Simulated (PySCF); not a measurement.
IO₂Br at several levels of theory

All levels use the PBE0 minimum (singlet; I–Br 2.540 Å, I–O 1.760 Å (×2); Br–I–O 102.8° (×2), O–I–O 108.0°), basis [I def2-TZVP with ECP28, O def2-TZVP, Br def2-TZVP], scalar-relativistic core potentials, density fitting, no spin–orbit coupling, PySCF. For vertical energies the ionised species is a doublet (spins chosen at PBE0 and kept) and the electron-attached one a doublet. Atomisation goes to high-spin ground-configuration atoms, without zero-point energy. Open shells are unrestricted, also as the reference of the correlated levels. A dash marks a value that was not computed or is not defined at that level.

```tsv
level	atomisation (kJ/mol)	vertical IP (eV)	vertical EA (eV)	−ε(HOMO) (eV)	gap (eV)	dipole (D)
PBE0	646	10.96	1.82	8.93	5.05	3.50
HF	-92	10.13	1.69	11.98	11.12	4.20
MP2	688	12.03	1.60	–	–	–
PBE	810	10.66	1.49	7.60	3.15	3.22
r2SCAN	711	10.84	1.67	7.93	3.44	3.33
B3LYP	628	10.95	1.81	8.69	4.62	3.54
TPSSh	663	10.79	1.66	8.21	4.00	3.34
MN15	631	11.09	–	9.62	6.20	3.69
```

Spin contamination in at least one species weakens the values at: HF, MP2.

Without diffuse functions attachment energies tend to come out too low.
